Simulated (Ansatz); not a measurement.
Abridged output of a molecular run in Ansatz:

```
Functional definition: HF
1120 factors; integrals over basis functions are off by at most 1.5e-3 eV
mean field evaluation 1: about -24468.3757 eV, gradient 2.9e1 eV
mean field evaluation 2: about -24468.4752 eV, gradient 2.9e1 eV
mean field evaluation 4: about -24471.2636 eV, gradient 3.3e0 eV
mean field evaluation 8: about -24471.3093 eV, gradient 1.8e-1 eV
mean field -24471.30946955 eV, -899.3040357567 hartree, gradient 2.7e-6 eV, S^2 0.000000; 0 other end points of the search recorded, 0 dependent functions left out
13 core orbitals not correlated: weight in the atoms' cores, before any rotation towards them, 1.000 or more for the frozen orbitals, at most 0.000 for the correlated occupied ones
reference -24471.30946955 eV, -899.3040357567 hartree; 15, 15 occupied and 85, 85 virtual orbitals, 1120 factors
second order -17.39120910 eV of doubles, -0.00000000 eV of singles
cycle   1  -18.62190145 eV  change    -1.2e0 eV  update   9.5e-2
cycle   2  -19.11659861 eV  change   -4.9e-1 eV  update   2.8e-2
cycle   3  -19.20230562 eV  change   -8.6e-2 eV  update   1.3e-2
cycle   4  -19.19980764 eV  change    2.5e-3 eV  update   4.0e-3
cycle   5  -19.19876158 eV  change    1.0e-3 eV  update   1.5e-3
cycle   6  -19.19833761 eV  change    4.2e-4 eV  update   4.2e-4
cycle   7  -19.19828898 eV  change    4.9e-5 eV  update   1.1e-4
cycle   8  -19.19830314 eV  change   -1.4e-5 eV  update   3.4e-5
perturbative correction -0.60627306 eV, -0.0222801242 hartree
Total energy: -24491.11404576 eV, -900.0318405082 hartree
```

Its atoms:

Z-matrix (Å, degrees):
```
C
C 1 1.524
H 1 1.093 2 111.5
H 1 1.092 2 111.3 3 119.9
H 1 1.092 2 111.3 3 -119.9
B 2 1.573 1 116.8 3 -58.3
H 2 1.096 1 110.2 3 176.3
H 2 1.100 1 109.5 3 61.8
S 6 1.799 2 118.4 1 21.0
S 6 1.801 2 116.7 1 -160.1
H 9 1.342 6 99.1 2 177.6
H 10 1.343 6 99.6 2 -176.5
```

(1) Which basis set was used?
A. def2-QZVPP
B. def2-TZVPP
C. cc-pV(Q+d)Z
D. def2-SVP

(2) Write the keys of the input that set method, charge and spin (a neutral closed shell needs none for the last two).

Results:

(1) D. It gives 113 functions.

(2) 
```yaml
correlation: {method: ccsd_t}
```
